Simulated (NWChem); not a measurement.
C2H6AlClO; SMILES C([O][AlH][Cl])C

```xyz
11

Al    -0.6064    -0.4915    -0.0136
H     -2.1597    -0.1871    -0.0084
Cl     0.0661    -2.4910    -0.0103
O      0.6176     0.6873    -0.0240
C      0.8613     2.0709    -0.0173
C     -0.4017     2.9231     0.0333
H      1.5125     2.3121     0.8550
H      1.4543     2.3317    -0.9248
H     -0.9931     2.7075     0.9477
H     -0.1481     4.0029     0.0392
H     -1.0502     2.7306    -0.8468
```
Atoms are numbered in this order, from 1.

All runs: NWChem. Pople sets run with spherical d functions. Coordinates come from a PBE-D3(BJ)/def2-SVP optimisation. Core excitations by TDA in a window of 1s orbitals, non-relativistic and unshifted: absolute energies depend strongly on the exact-exchange share.

For level O K edge, B3LYP/6-311G**:

```
Property                                  Result
----------------------------------------  ------
first 1s excitation (eV)                   517.6
dipole oscillator strength of the first   0.0104
first state with f > 0.002 (eV)            517.6
dipole oscillator strength of that state  0.0104
```

How do the values read with level Al K edge, PBE/6-311G** instead?

The first 1s excitation (eV) is 1505.9 and the dipole oscillator strength of the first comes out as 0.0037. The first state with f > 0.002 (eV) is 1505.9 and the dipole oscillator strength of that state comes out as 0.0037.
